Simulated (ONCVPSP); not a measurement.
Scattering properties, ONCV potential for fluorine (F)

F (Z = 9), optimised norm-conserving Vanderbilt (ONCV), made with ONCVPSP 4.0.1 (LDA (Perdew-Wang 92), scalar-relativistic). Core [He], reference 2s2 2p5. Waves: 2s: rc 0.65 bohr, ncon 3, nbas 6, qcut 11.9 1/bohr, 2 projectors, debl 1.2 Ha; 2p: rc 1.45 bohr, ncon 4, nbas 8, qcut 10.4 1/bohr, 3 projectors, debl 2.7 Ha; d scattering state at 0.11 Ha: rc 1.25 bohr, ncon 3, nbas 6, qcut 8.9 1/bohr, 2 projectors, debl 2.2 Ha. Local part: polynomial inside 0.60 bohr (lpopt 5, dvloc0 0 Ha). Core correction: none.

The phase is arctan(r·R′/R) of the radial function R(r), unwrapped; energies in Ha, scanned from -3 to 5 Ha. A pole is an energy at which the radial function vanishes at the test radius. The pseudo phase is shifted by a multiple of π to meet the all-electron one at the reference energy, and phase errors are pseudo minus all-electron; the curves can meet again beyond the range given. Levels narrower than the energy grid can be missing from the lists of poles.

Q: For each channel, where are the poles, and over which energies does the pseudopotential scatter like the atom?

A:

```json
{"channel": "s", "radius (bohr)": "0.66", "reference energy (Ha)": "-1.09", "poles, all-electron": "none", "poles, pseudo": "none", "unbroken range about the reference energy with phases within 0.05 rad": "the whole range", "phase error 1 Ha above the reference energy (rad)": "+0.000"}
{"channel": "p", "radius (bohr)": "1.47", "reference energy (Ha)": "-0.42", "poles, all-electron": "0.27", "poles, pseudo": "0.27", "unbroken range about the reference energy with phases within 0.05 rad": "the whole range", "phase error 1 Ha above the reference energy (rad)": "+0.000"}
{"channel": "d", "radius (bohr)": "1.27", "reference energy (Ha)": "0.11", "poles, all-electron": "none", "poles, pseudo": "none", "unbroken range about the reference energy with phases within 0.05 rad": "the whole range", "phase error 1 Ha above the reference energy (rad)": "-0.000"}
```

Phases in the s channel:

```csv
E (Ha),all-electron,pseudo
-2.98,-0.094,-0.094
-2.54,-0.207,-0.207
-2.10,-0.319,-0.319
-1.66,-0.427,-0.427
-1.22,-0.528,-0.528
-0.78,-0.623,-0.623
-0.34,-0.710,-0.710
0.10,-0.788,-0.788
0.54,-0.859,-0.859
0.98,-0.923,-0.923
1.42,-0.980,-0.980
1.86,-1.031,-1.031
2.30,-1.077,-1.077
2.74,-1.119,-1.119
3.18,-1.156,-1.156
3.62,-1.190,-1.190
4.06,-1.221,-1.221
4.50,-1.250,-1.250
4.94,-1.275,-1.276
```
